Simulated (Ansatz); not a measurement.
`C[CH2][Ge][OH]`, 10 atoms. Total charge 0; spin multiplicity 1. Correlated methods include outer-core shells of Ge, which these sets cover unevenly. Scalar relativity is left out up to krypton. All runs use 4 threads of a server CPU on a shared host. Correlated methods freeze the cores.

**Question.** Give the basis size and wall time and peak host memory of each of these runs in Ansatz. RHF-MP2/def2-QZVPP energy; RKS B2PLYP (frozen core)/def2-TZVPP energy; RKS PBE0-D4/def2-TZVP frequencies; RKS PBE0-D4/def2-TZVPP energy; RHF-CCSD(T)/def2-TZVPP energy; RKS r2SCAN-D4/def2-TZVPP energy and forces; RKS PBE0-D4/def2-SVP energy; RKS revPBE-D4/def2-TZVPP energy; RKS PBE0-D4/def2-TZVP relaxation (7 steps); RKS ωB97M-V/def2-SVP energy; RKS PBE0-D4/def2-QZVPP energy; RHF-CCSD(T)/def2-SVP energy. (Best estimate.)

**Answer.** Ansatz gave: Other jobs shared the machine, so times are rough.

| level | job | functions | wall time | peak host memory (GiB) |
| --- | --- | --- | --- | --- |
| RKS PBE0-D4/def2-SVP | energy | 104 | 1 s | 0.21 |
| RKS revPBE-D4/def2-TZVPP | energy | 225 | 1.8 s | 0.27 |
| RKS PBE0-D4/def2-TZVPP | energy | 225 | 3.2 s | 0.53 |
| RKS r2SCAN-D4/def2-TZVPP | energy and forces | 225 | 3.8 s | 0.3 |
| RKS ωB97M-V/def2-SVP | energy | 104 | 3.9 s | 0.32 |
| RKS B2PLYP (frozen core)/def2-TZVPP | energy | 225 | 4.3 s | 0.57 |
| RHF-CCSD(T)/def2-SVP | energy | 104 | 4.8 s | 0.48 |
| RKS PBE0-D4/def2-QZVPP | energy | 440 | 6.5 s | 1.5 |
| RHF-MP2/def2-QZVPP | energy | 440 | 18 s | 2.6 |
| RKS PBE0-D4/def2-TZVP | relaxation (7 steps) | 177 | 20 s | 0.43 |
| RKS PBE0-D4/def2-TZVP | frequencies | 177 | 97 s | 0.44 |
| RHF-CCSD(T)/def2-TZVPP | energy | 225 | 110 s | 3.8 |
